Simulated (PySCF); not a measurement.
SMILES F[SiH2]/C=C/[Si](F)(F)F, singlet, PBE0/def2-SVP optimised geometry.

```
12

Si    -2.25     0.31     0.00
F     -2.71    -0.42     1.38
C     -0.38     0.31     0.00
C      0.34    -0.22     1.01
Si     2.17    -0.22     0.99
F      2.78    -1.70     1.07
F      2.80     0.60     2.21
F      2.70     0.46    -0.36
H     -2.78     1.70     0.00
H     -2.78    -0.46    -1.16
H      0.16     0.76    -0.85
H     -0.20    -0.67     1.86
```

Density from PBE0/def2-TZVP (PySCF) at that geometry.

Minimum of the electron density along straight lines between bonded atoms, close to the bond critical point (lines longer than 1.1 times the sum of covalent radii, or with two minima, are not listed):

```
bond     length / Å  ρ at the minimum / e bohr⁻³  ∇²ρ there / e bohr⁻⁵  position (fraction from the first atom)
-------  ----------  ---------------------------  --------------------  ---------------------------------------
Si1–F2        1.627                        0.129            (withheld)                                     0.42
Si1–C3        1.868                        0.124                  0.21                                     0.39
C3–C4         1.346                        0.338                 -0.99                                     0.50
C4–Si5        1.835                        0.135                  0.20                                     0.61
Si5–F6        1.603                        0.140                  0.98                                     0.42
Si5–F7        1.602                        0.140                  0.98                                     0.42
Si5–F8        1.604                        0.139                  0.97                                     0.42
Si1–H9        1.489                        0.124                  0.14                                     0.49
Si1–H10       1.489                        0.124                  0.14                                     0.49
C3–H11        1.099                        0.275                 -0.95                                     0.65
C4–H12        1.098                        0.275                 -0.95                                     0.65
```

Question: Fill in the missing entries.

Answer: 
- Si1–F2, ∇²ρ there / e bohr⁻⁵: 0.87
